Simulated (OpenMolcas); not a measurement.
**Computed transition rates of Cr4+**

```yaml
Program: OpenMolcas
Method: "SS-CASPT2, IPEA 0.25 Eh, imaginary shift 0.1 Eh (closed shells correlated: 3s 3p)"
Basis: ANO-R3 [7s5p5d3f1g]
Scalar_Hamiltonian: X2C, finite nucleus
Active_space: 2 electrons in 5 orbitals (3d)
State_averaging: 2S+1 = 3 even, 10 roots; 2S+1 = 1 even, 15 roots
Spin-orbit_coupling: state interaction with AMFI integrals over the reference wave functions, term energies averaged over their components
```

Rates come from the transition moments of the reference wave functions (E1 and E2 in the length form). At fixed line strength A goes as λ^-3 for E1 and M1 and as λ^-5 for E2, so a rate at the computed wavelength can be rescaled to the measured one. Measured vacuum wavelengths follow from level energies in Sugar and Corliss, J. Phys. Chem. Ref. Data 6, 317 (1977). Branching counts decays inside the model space alone, at computed energies, and the table is only a selection of the E2 and M1 lines, drawn from those between levels with measured partners whose computed energy lies within a factor of 1.5 of the measured one.

| Upper | Lower | Type | λ computed (nm) | λ measured (nm) | A computed (s-1) | A rescaled (s-1) | Branching % |
| --- | --- | --- | --- | --- | --- | --- | --- |
| 3d2 1S0 | 3d2 1D2 | E2 | 258.5 | 263.4 | 1.82e+01 | 1.66e+01 | 92.8 |
| 3d2 1S0 | 3d2 3P1 | M1 | 283 | 281.9 | 1.15e+00 |  | 5.9 |
| 3d2 1S0 | 3d2 3P2 | E2 | 286.1 | 284.9 | 2.11e-01 |  | 1.1 |
| 3d2 1D2 | 3d2 3F3 | M1 | 794 | 788.7 | 1.01e-01 |  | 63.7 |
| 3d2 3P0 | 3d2 3F2 | E2 | 614.9 | 645.5 | 9.28e-02 | 7.28e-02 | 100.0 |
| 3d2 1G4 | 3d2 3F4 | M1 | 465.9 | 479 | 7.36e-02 |  | 59.7 |
| 3d2 3P2 | 3d2 3F4 | E2 | 637.7 | 671.2 | 5.84e-02 | 4.52e-02 | 50.6 |
| 3d2 1D2 | 3d2 3F2 | M1 | 763.7 | 758.3 | 5.72e-02 |  | 36.1 |
| 3d2 3P1 | 3d2 3F3 | E2 | 627.4 | 659.3 | 5.58e-02 | 4.35e-02 | 54.9 |
| 3d2 1G4 | 3d2 3F3 | M1 | 452.5 | 464.9 | 4.82e-02 |  | 39.1 |
| 3d2 3P1 | 3d2 3F2 | E2 | 608.3 | 637.9 | 3.24e-02 | 2.55e-02 | 31.9 |
| 3d2 3P2 | 3d2 1D2 | M1 | 2685 | 3505 | 3.22e-02 |  | 27.9 |
| 3d2 3P2 | 3d2 3F3 | E2 | 612.8 | 643.8 | 1.86e-02 | 1.45e-02 | 16.1 |
| 3d2 3P1 | 3d2 1D2 | M1 | 2989 | 4018 | 1.32e-02 |  | 12.9 |
| 3d2 3F4 | 3d2 3F3 | M1 | 15710 | 15790 | 5.24e-03 | 5.16e-03 | 100.0 |
| 3d2 3F3 | 3d2 3F2 | M1 | 20030 | 19680 | 3.21e-03 | 3.38e-03 | 100.0 |
| 3d2 3P2 | 3d2 3F2 | E2 | 594.6 | 623.4 | 3.00e-03 | 2.37e-03 | 2.6 |
| 3d2 3P2 | 3d2 3F3 | M1 | 612.8 | 643.8 | 2.10e-03 |  | 1.8 |
| 3d2 1G4 | 3d2 1D2 | E2 | 1052 | 1132 | 1.33e-03 | 9.22e-04 | 1.1 |
| 3d2 3P2 | 3d2 3P1 | M1 | 26420 | 27440 | 7.23e-04 | 6.45e-04 | 0.6 |

Spin-changing lines and M1 lines between different terms are not rescaled, since their strength hangs on the term gaps too.

The largest correction is for 3d2 1G4 → 3d2 1D2 (E2): 1.33e-03 × (1052 / 1132)^5 = 9.22e-04 s-1, a factor of 0.69.

The computed rate and branching of 3d2 3F3 → 3d2 3F2 give the upper level a radiative lifetime of 1.000 / 3.21e-03 s-1 = 3.12e+02 s, counting decays inside the model space alone. The rescaled rate gives about 3.0e+02 s.

These are rates of the free ion; in crystals, glasses and complexes forced electric-dipole and non-radiative decay shorten such lifetimes by orders of magnitude. No measured rate stands beside these. Rescaling mends the energy factor alone: line strengths can still be far off where a level mixes with configurations outside the active space, and weak or spin-changing lines hang on small mixing coefficients that depend on the term gaps too, so rescaling need not improve them.

Term energies are means over components that CASPT2 splits; among the terms shown or strongly mixed into the levels shown the widest spread is 830 cm-1 (3d2 3F). Measured partners are found by configuration, term and J. A level has none where our copy of the source lacks it or the pairing is in doubt (some pairs that miss far off the trend of their configuration count as doubtful). Levels of configurations outside the active space are missing.
